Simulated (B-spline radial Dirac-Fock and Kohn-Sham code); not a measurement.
How the levels of zirconium move as electrons are removed

Level of theory: ΔSCF Dirac-Fock with Breit, self-energy and vacuum polarisation, finite nucleus, configuration average; an atomic code on a B-spline grid. Each ion is free and in its tabulated ground configuration. No correlation.

Reference: Zr, [Kr] 4d2 5s2, with K 18006.0 eV, L1 2546.8 eV, M1 442.7 eV, M4 190.9 eV, N1 65.05 eV. Shifts from it, in eV (a dash: the subshell is empty, belongs to an open shell averaged over j, or its hole state is left out as unreliable):

```tsv
ion	configuration	K	L1	M1	M4	N1
Zr⁺	[Kr] 4d2 5s1	?	?	?	?	?
Zr²⁺	[Kr] 4d2	+16.2	+16.0	+15.9	+16.0	+15.5
Zr³⁺	[Kr] 4d1	+30.6	+30.7	+30.3	+30.4	+28.7
Zr⁴⁺	[Ar] 3d10 4s2 4p6	+46.9	+47.2	+46.4	+46.4	+43.1
Zr⁵⁺	[Ar] 3d10 4s2 4p5	+68.7	+68.3	+66.8	+66.8	+59.1
Zr⁶⁺	[Ar] 3d10 4s2 4p4	+91.7	+90.6	+88.2	+88.2	+75.7
Zr⁷⁺	[Ar] 3d10 4s2 4p3	+116.0	+114.0	+110.5	+110.5	+92.8
Zr⁸⁺	[Ar] 3d10 4s2 4p2	+141.4	+138.5	+133.7	+133.8	+110.5
Zr⁹⁺	[Ar] 3d10 4s2 4p1	+168.0	+164.0	+157.8	+157.9	+128.8
Zr¹⁰⁺	[Ar] 3d10 4s2	+195.7	+190.5	+182.7	+182.9	+147.5
```

Question: Give the missing shifts for Zr⁺.

Answer: K +7.5, L1 +7.4, M1 +7.4, M4 +7.4, N1 – (eV).

Values without a named source are computed, but for edge energies of neutral atoms, which are taken from tables.
